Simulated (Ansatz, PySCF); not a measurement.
This Ansatz (a program for electronic structure) input computes a r2SCAN/def2-TZVPD energy:

Ansatz 0.2 input:
```yaml
crystal:
  periodic: [false, false, false]
  atoms:
    - {symbol: Si, position_ang: [-0.22616666, -0.00386913, -0.74656501]}
    - {symbol: Br, position_ang: [0.07976918, 0.06910528, 1.42134257]}
    - {symbol: N, position_ang: [1.58770873, -0.24708024, -1.30538619]}
    - {symbol: N, position_ang: [-0.63497342, 1.37235197, -1.61718593]}
    - {symbol: N, position_ang: [-1.07144936, -1.36530419, -1.21538620]}
    - {symbol: H, position_ang: [1.64396133, -0.30692492, -2.32421359]}
    - {symbol: H, position_ang: [2.20520408, 0.50945542, -1.00477947]}
    - {symbol: H, position_ang: [-1.60089990, 1.52123349, -1.87589094]}
    - {symbol: H, position_ang: [-0.15397762, 2.25508396, -1.52006489]}
    - {symbol: H, position_ang: [-1.50073663, -1.47144084, -2.12239775]}
    - {symbol: H, position_ang: [-1.35663364, -2.07848406, -0.56217880]}
    - {symbol: H, position_ang: [1.96849251, -1.11321287, -0.91984650]}
basis:
  gaussian:
    orbitals: def2-TZVPD
hamiltonian:
  xc: {name: r2SCAN}
total_charge: 1
output: {forces: true}
```

Write an input for the same energy in PySCF and say what it gives.


```python
from pyscf import gto, scf, dft

mol = gto.M(
    atom='''
    Si   -0.22616666   -0.00386913   -0.74656501
    Br    0.07976918    0.06910528    1.42134257
    N     1.58770873   -0.24708024   -1.30538619
    N    -0.63497342    1.37235197   -1.61718593
    N    -1.07144936   -1.36530419   -1.21538620
    H     1.64396133   -0.30692492   -2.32421359
    H     2.20520408    0.50945542   -1.00477947
    H    -1.60089990    1.52123349   -1.87589094
    H    -0.15397762    2.25508396   -1.52006489
    H    -1.50073663   -1.47144084   -2.12239775
    H    -1.35663364   -2.07848406   -0.56217880
    H     1.96849251   -1.11321287   -0.91984650
    ''',
    basis='def2-tzvpd',
    charge=1,
    spin=0,
    verbose=4,
)

mf = dft.RKS(mol, xc='r2scan').density_fit(auxbasis='def2-universal-jkfit')
mf.grids.level = 4
mf.conv_tol = 1e-9
mf.max_cycle = 100
mf.max_memory = 1500
mf.kernel()
if not mf.converged:
    mf = mf.newton()
    mf.kernel(mf.make_rdm1())
mf.analyze()
```
It gives -3031.99194 Eh, and Ansatz -3031.99176 Eh, a difference of 0.18 mEh, from the treatment of integrals and grids.

It need not be the lowest isomer of its formula.
